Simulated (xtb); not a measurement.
Species: [Nb(Cl)2(F)3] (charge 0, multiplicity 1).

### Question
Give a relaxed geometry from GFN2-xTB in xtb.

### Answer
the end point of this relaxation.
Cartesian coordinates (Å) in one orientation:
```xyz
6

Nb     0.014    -0.008    -0.017
Cl    -1.364    -1.159     1.282
Cl     1.040    -1.426    -1.377
F      0.265     1.822     0.026
F      1.341    -0.126     1.194
F     -1.287     0.291    -1.224
```
